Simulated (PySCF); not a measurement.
Input of a response calculation (the driver script's job line, then coordinates in Å):

```
{"job": {"kind": "uv", "xc": "PBE0", "basis": "def2-SVPD", "nstates": 8, "ntriplets": 3}, "charge": 0, "multiplicity": 1}
C      1.292694    -1.064844    -0.669715
C      0.570116    -0.314983     0.447073
C      1.337048     0.949493     0.808560
N     -0.779890     0.069963     0.035827
Al    -0.874527     1.739689    -0.660491
Si    -2.030265    -1.128818     0.174457
H      2.311992    -1.307387    -0.375917
H      1.314908    -0.435251    -1.558962
H      0.765894    -1.984156    -0.909552
H      0.515150    -0.965451     1.330979
H      2.354527     0.735521     1.128560
H      1.375056     1.600028    -0.077143
H      0.812126     1.489345     1.596934
H     -0.605794     1.993363    -2.163597
H     -1.247738     2.943722     0.232632
H     -1.826618    -2.264817    -0.737349
H     -3.259325    -0.404339    -0.163571
H     -2.034112    -1.644763     1.549619
```

Its output, with some lines taken out ([cut]) and without the SCF cycles:

```
converged SCF energy = -707.4914837927

[cut]

Singlet excitations
state   eV       nm        f      main configurations
  1   4.0706    304.6   0.00025   H->L 0.99
[cut]
  3   5.8872    210.6   0.00039   H-1->L 0.98
  4   6.1053    203.1   0.01621   H->L+2 0.90
[cut]
[cut]
  7   6.5857    188.3   0.00268   H->L+3 0.58, H->L+4 0.33
[cut]

[cut]
```

The calculation used TDDFT PBE0/def2-SVPD, vertical, gas phase, core orbitals frozen in the response (PySCF 2.14.0, density-fitted response routines). Geometry: GFN2-xTB, one conformer, isolated molecule. The groups on Al5 and N4 stand twisted against each other at this level; a DFT optimisation may well turn them into one plane, so the geometry is suspect.

Problem. What stood in the cut lines?

Solution. 
```
Static polarisability (au): isotropic 96.848, principal 88.094 100.418 102.032
  2   5.5370    223.9   0.00495   H->L+1 0.92
  5   6.2492    198.4   0.00955   H-2->L 0.98
  6   6.4942    190.9   0.00330   H->L+4 0.56, H->L+3 0.35
  8   6.7865    182.7   0.00417   H->L+5 0.87
Triplet excitations (Tamm-Dancoff, eV): 3.9562 5.2832 5.4009
```

Problem. How much of the mean polarisability do the listed states account for?

Solution. The sum over states Σ f/ΔE² (ΔE in hartree) gives 0.81 au, under 1% of the total; the rest comes from higher roots of the same response equations.

Problem. What share of the summed oscillator strength falls to the strongest level in this window?

Solution. State 4 at 203 nm: 0.0162 of 0.0415, or 39%.

Problem. Give the mean polarisability in Å³.

Solution. 96.85 au × 0.148185 = 14.35 Å³.

Problem. Write the structure that the coordinates describe.

Solution. `CC(C)[N]([AlH2])[SiH3]` (C3H12AlNSi), point group C1.

H and L stand for HOMO and LUMO.
